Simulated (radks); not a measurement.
Effect of the nuclear size on the gallium ion Ga2+, [Ar] 3d10 4s1. Calculated with a radial shooting solver on a logarithmic mesh with Libxc functionals: Dirac Kohn-Sham, exchange-only LDA, spin-unpolarised, spherical densities, finite nucleus; Fermi nuclear charge, rms radius 3.9973 fm. The rms radius is varied about that value; shifts are against it.

rms radius (fm) = 3.3657: total energy shift (eV) -0.0818; density at nucleus (e/bohr^3) 2.838e+04; 1s1/2 shift (meV) -34.8; 2s1/2 shift (meV) -3.36; 3s1/2 shift (meV) -0.502
rms radius (fm) = 3.8454: total energy shift (eV) -0.0209; density at nucleus (e/bohr^3) 2.816e+04; 1s1/2 shift (meV) -8.89; 2s1/2 shift (meV) -0.858; 3s1/2 shift (meV) -0.128
rms radius (fm) = 3.9973: total energy shift (eV) 0; density at nucleus (e/bohr^3) 2.809e+04; 1s1/2 shift (meV) 0.000; 2s1/2 shift (meV) 0.000; 3s1/2 shift (meV) 0.000
rms radius (fm) = 4.2052: total energy shift (eV) 0.0298; density at nucleus (e/bohr^3) 2.801e+04; 1s1/2 shift (meV) 12.7; 2s1/2 shift (meV) 1.22; 3s1/2 shift (meV) 0.183
rms radius (fm) = 4.6609: total energy shift (eV) 0.100; density at nucleus (e/bohr^3) 2.784e+04; 1s1/2 shift (meV) 42.6; 2s1/2 shift (meV) 4.11; 3s1/2 shift (meV) 0.615

Slopes of the eigenvalues against <r^2> in GHz/fm^2, as finite differences over the two radii next to the reference (eigenvalue slopes, not the field-shift constants of lines): 1s1/2 1800, 2s1/2 174, 3s1/2 26.0.
